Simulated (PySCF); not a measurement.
Predicted microwave data (PBE0/def2-SVPD in PySCF (dipole) on a GFN2-xTB geometry, gas phase) for one isomer of C6H11P:

| Item | Value |
| --- | --- |
| Rotational constants | A = 4746, B = 1297, C = 1174 MHz |
| Dipole components | \|μa\| = 0.62 D, \|μb\| = 0.32 D, \|μc\| = 1.20 D |
| Inertial defect | -65.74 u·Å² |
| κ | -0.93 |

Question: Which structure is it? (One computed conformer of each.)
A. `[CH2:1]=[CH:2][P:3]([CH3:4])[C:5](=[CH2:6])[CH3:7]` with C1–C2–P3–C4 -145°, C2–P3–C5–C6 122°
B. `[CH3:1][C:2]1=[CH:3][CH2:4][CH2:5][P:6]1[CH3:7]` with C2–C3–C4–C5 13°, C3–C4–C5–P6 -19°, C4–C5–P6–C7 -81°, C1–C2–P6–C5 171°
C. `[CH:1]#[C:2][P:3]([CH3:4])[CH:5]([CH3:6])[CH3:7]` with C2–P3–C5–C6 -70°
D. `[CH3:1][PH:2][C:3]1=[CH:4][CH2:5][CH2:6][CH2:7]1` with C1–P2–C3–C4 -114°, C3–C4–C5–C6 13°, C4–C5–C6–C7 -19°, C5–C6–C7–C3 19°, P2–C3–C7–C6 165°

Answer: D. It is CPC1=CCCC1, a near-prolate asymmetric top, point group C1. The candidates at the same level (rigid rotor, commonest isotopes):

| SMILES | A (MHz) | B (MHz) | C (MHz) | μa (D) | μb (D) | μc (D) | Δ (u·Å²) | point group | rotor |
| --- | --- | --- | --- | --- | --- | --- | --- | --- | --- |
| C#CP(C)C(C)C | 2863 | 1749 | 1227 | 0.55 | 0.21 | 1.27 | -53.63 | C1 | asymmetric top |
| CC1=CCCP1C | 2636 | 2322 | 1560 | 0.17 | 0.82 | 1.13 | -85.42 | C1 | asymmetric top |
| C=CP(C)C(=C)C | 2677 | 1912 | 1273 | 0.14 | 0.10 | 1.05 | -56.02 | C1 | asymmetric top |
| CPC1=CCCC1 | 4746 | 1297 | 1174 | 0.62 | 0.32 | 1.20 | -65.74 | C1 | near-prolate asymmetric top |

`CC1=CCCP1C` has B 79 % too high; `C=CP(C)C(=C)C` has B 47 % too high; `C#CP(C)C(C)C` has A 40 % too low. No structure here is proved a minimum.
